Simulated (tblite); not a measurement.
Compound: CH₁₁NSi₃.
Z-matrix (Å and degrees, GFN2-xTB geometry), rows numbered from 1:
```
Si
C   1  1.9115
N   2  1.4502  1  113.95
Si  3  1.7204  2  124.10  1    90.38
Si  4  2.3035  3  107.68  2    51.74
H   1  1.4622  2  109.38  3   -59.90
H   1  1.4659  2  108.15  3    59.30
H   1  1.4625  2  108.68  3   178.99
H   2  1.0926  1  110.18  3   121.10
H   2  1.0976  1  109.82  3  -121.90
H   3  1.0091  2  111.06  1   -58.66
H   4  1.4824  3  113.94  2   -72.59
H   4  1.4686  3  101.81  2   174.12
H   5  1.4670  4  114.48  3    39.46
H   5  1.4705  4  113.24  3   -81.37
H   5  1.4669  4  111.40  3   159.72
```

All values are computed: GFN2-xTB (tblite) harmonic vibrations without scaling, gas phase. This tight-binding method is rough: wavenumbers can miss measured ones by several per cent, in bad cases by 10 to 20. Modes of hydrogen on silicon can be 10 to 20 % off. One conformer, not necessarily the lowest.

Harmonic wavenumbers (cm⁻¹): 36.2, 66.4, 84.2, 104.9, 135.0, 258.6, 296.5, 390.4, 439.0, 470.7, 486.2, 494.1, 525.6, 537.1, 601.9, 694.1, 723.0, 761.8, 775.1, 782.7, 790.1, 801.5, 821.3, 827.7, 840.4, 853.3, 1146.0, 1150.9, 1267.2, 1374.0, 1474.9, 2070.0, 2185.7, 2203.8, 2221.1, 2225.5, 2249.5, 2276.3, 2280.7, 2883.5, 2955.6, 3433.7.

A = 4291, B = 1014, C = 928.0 MHz; mass 121.020 u (most abundant isotopes); point group C1, symmetry number 1.

**Question.** What is the zero-point energy?

**Answer.** Half the sum of the wavenumbers: 23498 cm⁻¹ = 281.10 kJ/mol.

**Question.** Give the ideal-gas entropy at 350 K and 1 bar in the rigid-rotor, harmonic-oscillator model (classical rotation).

**Answer.** Translation 172.00, rotation 122.36, vibration 152.41: S = 446.8 J/(mol K).

**Question.** And Cp and H(350 K) − H(0)?

**Answer.** Cp = 184.68 J/(mol K), of which vibrations give 151.42 (their classical limit is 42 R = 349.2); H(350 K) − H(0) = 38.89 kJ/mol without the zero-point energy, 27.25 from vibrations.

**Question.** Which modes carry the vibrational entropy at 350 K?

**Answer.** 36.2 cm⁻¹: 24.16; 66.4 cm⁻¹: 19.14; 84.2 cm⁻¹: 17.18; 104.9 cm⁻¹: 15.37; 135.0 cm⁻¹: 13.32; 258.6 cm⁻¹: 8.19 J/(mol K); the other 36 give 55.06 together.

**Question.** How do the functions run with temperature in this model?

**Answer.** 
```tsv
T (K)	S (J/(mol K))	Cp (J/(mol K))	H − H(0) (kJ/mol)	G − H(0) (kJ/mol)	ln q(vib)
150	330.0	98.7	10.09	-39.41	3.58
250	391.3	145.3	22.30	-75.53	6.28
298.15	418.7	165.6	29.80	-95.04	7.58
400	472.5	200.7	48.53	-140.47	10.30
600	563.6	248.7	93.81	-244.38	15.43
900	673.9	294.3	175.83	-430.66	22.37
```

q(vib) and H(0) count from the zero-point level.

**Question.** Blend soft modes into free rotors: weight 1/[1 + (100 cm⁻¹/ν̃)⁴] for the oscillator and the rest for a rotor with moment μB/(μ + B), μ = h/(8π²ν), B = 10⁻⁴⁴ kg m². What vibrational entropy results?

**Answer.** 136.87 J/(mol K) in place of 152.41, which changes −T·S at 350 K by +5.44 kJ/mol.

Hindered rotation and anharmonicity are outside this model. Other conformers, if any are populated, would add a mixing term that is left out. The structure is chiral; the term R ln 2 for an equal mix with its mirror image is left out.
